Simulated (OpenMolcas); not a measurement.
Ar3+: Slater's ratio, worked from levels

| Item | Value |
| --- | --- |
| Program | OpenMolcas |
| Basis | ANO-RCC-VDZP [4s3p1d] |
| Scalar Hamiltonian | DKH2, point nucleus |
| Active space | 3 electrons in 3 orbitals (3p) |
| State averaging | 2S+1 = 4 odd, 1 root; 2S+1 = 2 odd, 8 roots |
| Spin-orbit coupling | state interaction with AMFI integrals over the reference wave functions, term energies averaged over their components |

Methods: CASSCF; SS-CASPT2, IPEA 0.25 Eh, imaginary shift 0.1 Eh (closed shells correlated: 2s 2p 3s). Measured levels: Saloman, J. Phys. Chem. Ref. Data 39, 033101 (2010).

**Slater's ratio.** With one set of orbitals, p3 has ²D° - ⁴S° = 9 F2 and ²P° - ²D° = 6 F2 (F2 = F²/25), a ratio of 2/3. Term energies are centres of gravity, weighted by 2J + 1.

| Source | ²D° - ⁴S° | ²P° - ⁴S° | F2 from the first | Ratio |
| --- | --- | --- | --- | --- |
| CASSCF | 25975 | 43301 | 2886 | 0.667 |
| SS-CASPT2 | 24041 | 38914 | 2671 | 0.619 |
| measured | 21168 | 34973 | 2352 | 0.652 |

Energies in cm-1. A ratio away from 2/3 shows effects beyond one configuration with one set of orbitals, and in heavier atoms second-order spin-orbit shifts.

CASPT2 breaks the degeneracy within a term, and the mean is taken; among the terms shown or strongly mixed into the levels shown the widest spread is 230 cm-1 (3s² 3p³ ²D°, SS-CASPT2). With the s shell closed, the reference lacks s² → p² mixing. The basis is small and was not contracted for so high a charge. Measured partners are found by configuration, term and J. A level has none where our copy of the source lacks it or the pairing is in doubt (some pairs that miss far off the trend of their configuration count as doubtful), and it then counts in no deviation. Levels of configurations outside the active space are missing.

° marks odd parity.
